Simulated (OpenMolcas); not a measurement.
## Sb I: CASPT2 settings compared

| Quantity | Value |
| --- | --- |
| Program | OpenMolcas |
| Basis | ANO-R3 [8s7p5d3f2g1h] |
| Scalar Hamiltonian | X2C, finite nucleus |
| Active space | 5 electrons in 8 orbitals (5s 5p 6s 6p) |
| State averaging | 2S+1 = 4 odd, 1 root; 2S+1 = 2 odd, 8 roots kept (CI in the orbitals of an earlier block); 2S+1 = 4 even, 3 roots (0 in the spin-orbit step) |
| Spin-orbit coupling | RASSI with atomic mean-field integrals over the reference wave functions, term energies averaged over their components |

Methods on the same reference wave functions:
A. CASSCF
B. SS-CASPT2, IPEA 0.5 Eh, sigma2 regulariser 0.25 Eh (closed shells correlated: 4d)
C. SS-CASPT2, IPEA 0.75 Eh, imaginary shift 0.05 Eh (closed shells correlated: 4s 4p 4d)
D. XMS-CASPT2, IPEA 0.35 Eh, sigma1 regulariser 0.25 Eh (closed shells correlated: 4s 4p 4d)

Energies in cm⁻¹ above 5s² 5p³ ⁴S°_3/2, the measured ground level; measured values from NIST Handbook of Basic Atomic Spectroscopic Data.

| Level | A | B | C | D | Measured |
| --- | --- | --- | --- | --- | --- |
| 5s² 5p³ ⁴S°_3/2 | 0.0 | 0.0 | 0.0 | 0.0 | 0.0 |
| 5s² 5p³ ²D°_3/2 | 11874 | 9690 | 9650 | 9310 | 8512 |
| 5s² 5p³ ²D°_5/2 | 13191 | 10710 | 10690 | 10310 | 9854 |
| 5s² 5p³ ²P°_1/2 | 18147 | 17950 | 17790 | 17760 | 16395 |
| 5s² 5p³ ²P°_3/2 | 19741 | 19250 | 19110 | 19050 | 18464 |

Deviations, from unrounded energies. A percentage is the sum of absolute deviations over the sum of measured energies, with the sign that they share, or ± where signs differ.

```csv
Against measurement,Levels,A,B,C,D
mean absolute deviation (cm-1),4,2400,1100,1000,800
other terms of the ground configuration (%),4,+18.3,+8.2,+7.5,+6.0
```

D lies closest to measurement on these levels and A furthest from it. The largest miss of D in the table is 5s² 5p³ ²P°_1/2, by +1400 cm-1. The ranking rests on the paired levels alone, and a cruder setting can come out closer through cancelling errors.

Among B to D the level of the table that moves most is 5s² 5p³ ²D°_5/2, by 400 cm-1 (lowest in D, highest in B). Moves below CASPT2's spread within the term are not significant.

The mean deviations of B to D differ by less than CASPT2's widest spread within a term (570 cm-1), so their order carries little weight.

From A to B the spin-free energies of the other terms of 5s² 5p³ shown, above ⁴S°, scale by factors of 0.80 to 0.99.

The lowest spin-free term lies below A's lowest term by 0.559 hartree in B, 0.844 hartree in C, 0.853 hartree in D.

CASPT2 breaks the degeneracy within a term, and the mean is taken; among the terms shown or strongly mixed into the levels shown the widest spread is 570 cm-1 (5s² 5p³ ²D°, D). Some high roots are left out of the spin-orbit mixing, which shifts the levels that they would mix with. Terms from blocks run as CI alone lack orbitals of their own. Active for correlation alone: 6p 6s; no level in the range computed is led by a configuration that fills them, so any true level of that kind is missing. Computed and measured levels are paired by configuration, term and J; levels that our copy of the source lacks, or whose pairing is in doubt (as where it misses far off the trend of its configuration), stay unpaired and out of the deviations. Only configurations of the active space appear.

° marks odd parity.
